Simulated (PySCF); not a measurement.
# A thermochemical cycle for GaF

CCSD(T) in PySCF with def2-TZVPPD on every atom, for the lowest determinant that a PBE0 search found; no spin–orbit coupling. GaF, a singlet (closed shell), has De = 6.05 eV to neutral atoms, and GaF⁺, a doublet (σ ↑), has De = 1.64 eV to Ga⁺ + F.

At the same level the Ga atom ionises at 5.91 eV.

What is the adiabatic ionisation energy of the molecule, and does ionisation strengthen or weaken the bond?

IE = IE(Ga) + De(neutral) − De(ion) = 5.91 + 6.05 − 1.64 = 10.32 eV. De changes by -4.41 eV, so ionisation weakens the bond.

Correlated steps freeze 10 core orbitals. Spin–orbit coupling is left out. For an ion De counts to the pair picked by the measured ionisation energies or electron affinities, which need not be the lowest pair at this level. Where the molecule has an RHF reference, its open-shell atoms are computed with UHF. States were picked by a PBE0 search and need not be the measured ground states.
